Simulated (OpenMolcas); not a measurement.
## SnCl2F2 (SMILES [F][Sn]([F])([Cl])[Cl]): methods side by side

SnCl2F2: 5 atoms, total charge 0, spin state singlet. SMILES: `[F][Sn]([F])([Cl])[Cl]`. The coordinates come from a PBE0-D4/def2-TZVP relaxation.

Quantity: the vertical ionisation energy (to the doublet cation), in eV. The values are calculated.

| level | kind | program | value (eV) |
| --- | --- | --- | --- |
| SVWN5/def2-SVP (core potential) | LDA | OpenMolcas | 11.90 |
| BLYP/def2-SVP (core potential) | GGA | OpenMolcas | 11.49 |
| revPBE/def2-SVP (core potential) | GGA | OpenMolcas | 11.69 |
| TPSS/def2-SVP (core potential) | meta-GGA | OpenMolcas | 11.85 |
| r2SCAN/def2-SVP (core potential) | meta-GGA | OpenMolcas | 12.14 |
| B3LYP/def2-SVP (core potential) | global hybrid | OpenMolcas | 12.20 |
| BHLYP/def2-SVP (core potential) | global hybrid | OpenMolcas | 12.67 |
| M06-2X/def2-SVP (core potential) | hybrid meta-GGA | OpenMolcas | 12.81 |

Spin-orbit coupling, which can split open shells on such heavy atoms by tenths of an eV, is left out. The values span 11.49 to 12.81 eV.
